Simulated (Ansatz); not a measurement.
AuCl, charge +1, doublet (typed; the unrestricted solution is spin-contaminated), at a GFN2-xTB geometry (such geometries of metal compounds can be far from the true shape) (the multiplicity is a formal guess) (core potentials on Au); HF/def2-SV(P) in Ansatz (an electronic-structure program).

Input for Ansatz:
Ansatz 0.2 input:
```yaml
crystal:
  periodic: [false, false, false]
  atoms:
    - {symbol: Au, position_ang: [-0.00000000, -0.00000000, -0.39469027]}
    - {symbol: Cl, position_ang: [0.00000000, 0.00000000, 1.83414892]}
basis:
  gaussian:
    orbitals: def2-SV_P_.json
    occupation: {up: {"A1": 8, "A2": 1, "B1": 5, "B2": 4}, down: {"A1": 9, "A2": 1, "B1": 4, "B2": 3}}
hamiltonian:
  xc: hf
total_charge: 1
magnetization: {spin_polarized: true, initial_magnetization: 1}
```
The basis file holds def2-SV(P) in the JSON format of the Basis Set Exchange.

It wrote (shortened):

```
Functional definition: HF
500 factors; integrals over basis functions are off by at most 2.6e-4 eV
mean field evaluation 1: about -16146.1250 eV, gradient 2.1e1 eV
mean field evaluation 2: about -16149.6435 eV, gradient 3.7e0 eV
mean field evaluation 4: about -16149.9153 eV, gradient 3.7e-2 eV
mean field evaluation 8: about -16149.9416 eV, gradient 2.6e-6 eV
mean field -16149.94161453 eV, -593.4994075103 hartree, gradient 4.4e-6 eV, S^2 1.760254; 0 other end points of the search recorded, 0 dependent functions left out
reference -16149.94161453 eV, -593.4994075103 hartree; 18, 17 occupied and 25, 26 virtual orbitals, 500 factors
Total energy: -16149.94161453 eV, -593.4994075103 hartree
```
